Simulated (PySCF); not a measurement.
**Computed properties of Zr(OH)2(H)2 (H₄O₂Zr), SMILES [OH][ZrH2][OH], multiplicity 1**

Zr(OH)2(H)2 (H4O2Zr), SMILES [OH][ZrH2][OH], multiplicity 1. Coordinates come from a r2SCAN-D4/def2-TZVP optimisation. The multiplicity is an assumed one; other spin states were not compared. The def2 effective core potentials stand for the cores of Zr; spin–orbit coupling is left out. One conformer was computed; it need not be the lowest. All values are computed for the isolated molecule unless a solvent is named; none is compared with measurement here.

**Structure.** The optimised structure has C2v symmetry. All 15 harmonic modes at r2SCAN-D4/def2-TZVP (PySCF) are real, so it is a minimum. With heavy atoms numbered as in [ZrH2:1]([OH:2])[OH:4], the shortest bond between them is Zr1–O2 at 1.911 Å and the longest Zr1–O4 at 1.911 Å.

**Vibrations.** The strongest infrared lines (harmonic, unscaled, degenerate partners summed) lie at 1640 cm⁻¹ (525 km/mol, H 98 %), 746 cm⁻¹ (319 km/mol, O 60 %, Zr 23 %, H 17 %), 1672 cm⁻¹ (261 km/mol, H 99 %). The softest mode is at 153 cm⁻¹ and the zero-point energy is 22.8 kcal/mol.

**Electronic structure.** r2SCAN/def2-TZVPD (PySCF) places the frontier levels at -6.68 and -2.07 eV, a gap of 4.61 eV, and gives a dipole moment of 3.25 D and a mean polarisability of 57.6 bohr³. PBE/def2-TZVPD (PySCF) at the same geometry gives -6.35 and -2.32 eV, so its gap is 0.58 eV narrower. An orbital gap is neither the optical nor the fundamental gap.

**Excitations.** TDA-B3LYP/def2-SVPD (PySCF) has S1 at 4.31 eV (288 nm, f = 0.000, dark); the most intense of the 10 singlets computed lies at 6.30 eV (f = 0.06). T1 (TDA) is at 3.92 eV, 0.39 eV under S1. TDA-PBE/def2-SVPD (PySCF) puts S1 at 4.07 eV. No vertical singlet excitation falls in the visible range (under 3.1 eV).
